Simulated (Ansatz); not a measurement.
Coupled-cluster diagnostics for Ga(PF3)H3 (GaPH3F3), Ansatz.

Geometry of the singlet (PBE0-D4/def2-SVP):

```xyz
8

F     0.877   -1.688   -1.196
F    -1.388   -0.938   -1.494
F    -0.747   -2.048    0.541
Ga    0.355    1.319    0.607
P    -0.241   -0.897   -0.412
H    -1.095    1.581    1.157
H     0.790    1.958   -0.764
H     1.449    0.714    1.562
```

Correlated methods freeze 17 core orbitals; core or outer-core shells of Ga are correlated, in sets that lack core-valence functions. Another isomer (singlet) lies 1.34 eV lower at PBE0-D4/def2-TZVP; other spin states weren't run for this one.

Problem. Estimate the CCSD(T) correlation energy, the shares of MP2 and (T), T1 and the reference's ⟨S²⟩ for: charge 0, singlet, own geometry in def2-SVP; and the rough time on 2 threads of Arm Neoverse V2 on a shared host.

Solution. 
```csv
state,basis,correlation (eV),MP2 share (%),(T) share (%),T1,⟨S²⟩ (pure),wall time
"charge 0, singlet, own geometry",def2-SVP,-25.626,96.0,2.2,0.013,0.00 (0.00),11 s
```
Customary marks for T1 are 0.02 (closed shells), 0.045 (open shells) and about 0.05 (3d metals). T1 stays under 0.02 throughout.
